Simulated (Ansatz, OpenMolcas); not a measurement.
**How methods differ on GaH2O2F (SMILES [OH][Ga]([OH])[F])**

GaH2O2F: 6 atoms, total charge 0, spin state singlet. As SMILES, `[OH][Ga]([OH])[F]`. The coordinates come from a PBE0-D4/def2-TZVP relaxation. This is one conformer, not always the lowest.

Each level gives the vertical ionisation energy (to the doublet cation) (eV). The values are calculated.

| level | kind | program | value (eV) | CPU time (all runs) |
| --- | --- | --- | --- | --- |
| BLYP/6-31G* (spherical functions) | GGA | Ansatz | 10.88 | 41 s |
| revPBE/6-31G* (spherical functions) | GGA | Ansatz | 10.96 | 40 s |
| TPSS/6-31G* (spherical functions) | meta-GGA | OpenMolcas | 11.07 | 2.6 min |
| B3LYP/6-31G* (spherical functions) | global hybrid | OpenMolcas | 11.51 | 73 s |
| BHLYP/6-31G* (spherical functions) | global hybrid | OpenMolcas | 11.90 | 79 s |
| M06-2X/6-31G* (spherical functions) | hybrid meta-GGA | OpenMolcas | 12.09 | 1.8 min |
| RPA@PBE/6-31G* (spherical functions) | RPA | Ansatz | 10.58 | 70 s |
| CCSD/6-31G* (spherical functions) | coupled cluster or CI | Ansatz | 11.90 | 2.1 min |

All-electron rows without a relativistic Hamiltonian named are non-relativistic. The values span 10.58 to 12.09 eV. In the correlated wave-function rows the outer d shell of Ga is correlated, in sets not made for it. The second state's dipole differs much between rows, so they may not all be the same state. Times are those of the runs behind each value, whatever else they computed, on shared processors of several kinds: orders of magnitude only.
